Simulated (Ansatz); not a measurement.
Reaction (SMILES): CB(C)Cl → C[B]C + Cl atom (the B-Cl bond at the site shown breaks; other sites are not compared here)
Structures are relaxed separately at B3LYP-D3(BJ)/def2-TZVP in Ansatz (a quantum-chemistry and plane-wave program). Frequencies are from Ansatz.
Geometry of the first species:
```
B
C 1 1.5594
H 2 1.0898 1 114.04
H 2 1.0923 3 109.73 1 -127.14
H 2 1.0986 3 106.73 4 -114.63
C 1 1.5594 2 123.81 3 -153.33
H 6 1.0898 1 114.04 2 -153.33
H 6 1.0923 7 109.73 1 -127.14
H 6 1.0986 7 106.73 8 -114.63
Cl 1 1.7805 2 118.10 3 26.67
```

Property: bond dissociation energy (enthalpy at 298 K, with B3LYP-D3(BJ) rigid-rotor harmonic-oscillator terms), in kJ/mol. Cores are frozen in the correlated levels unless marked. Open shells are spin-unrestricted. No spin-orbit coupling. No relativistic terms. Basis-set limits of correlation are two-point, X^-3; Hartree-Fock from the larger set.

```tsv
level	program	bond dissociation energy (kJ/mol)
HF/aug-cc-pV(D+d)Z	Ansatz	394.7
HF/cc-pV(D+d)Z	Ansatz	393.9
B3LYP-D4/def2-TZVPD	Ansatz + dftd4	506.1
B3LYP/def2-TZVPD	Ansatz	496.4
```

Predict the CCSD(T)/CBS(cc-pV(T+d)Z,cc-pV(Q+d)Z) result (Ansatz).

528.1 kJ/mol
